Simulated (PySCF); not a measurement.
PySCF run on GaF

The script input.py:

```python
from pyscf import gto, scf, cc

mol = gto.M(
    atom='Ga 0 0 0; F 0 0 1.911',
    basis='pcseg-1',
    charge=0,
    spin=2,
    verbose=3,
)
mf = scf.UHF(mol)
mf.kernel()
mycc = cc.CCSD(mf, frozen=10)
mycc.kernel()
e = mycc.eeccsd(nroots=5)[0]
print('roots (eV) =', (e*27.211386).round(3))
mf.dip_moment()
print('orbital energies (hartree):', [e[max(0, n-3):n+3].round(4) for e, n in zip(mf.mo_energy, mol.nelec)])
```

```bash
$ python input.py
```

The log (some set-up lines and the per-cycle HOMO/LUMO lines with their warnings removed):

```
converged SCF energy = -2022.33973816885  <S^2> = 2.0062581  2S+1 = 3.0041692
E(UCCSD) = -2022.571125886878  E_corr = -0.2313877180257023
roots (eV) = [-3.785  0.006  0.008  0.374  2.058]
Dipole moment(X, Y, Z, Debye): -0.00000, -0.00000, -3.71787
orbital energies (hartree): [array([-0.5793, -0.4894, -0.2598, -0.0038,  0.0858,  0.2425]), array([-0.5717, -0.568 , -0.5675, -0.063 ,  0.0573,  0.0909])]
```

In short: E(SCF) = -2022.339738 Eh, E(CCSD) − E(SCF) = -0.23139 Eh, ⟨S²⟩ = 2.006, μz(SCF) = -3.72 D, excitation roots -3.785, 0.006, 0.008, 0.374, 2.058 eV.

Wall time 7.7 s on one thread of a shared host.

The bond length is a typed value, not an optimised one. Spin-unrestricted EOM-EE roots include spin flips and other components of the reference, which can be negative or near zero. No search for the lowest solution was made.
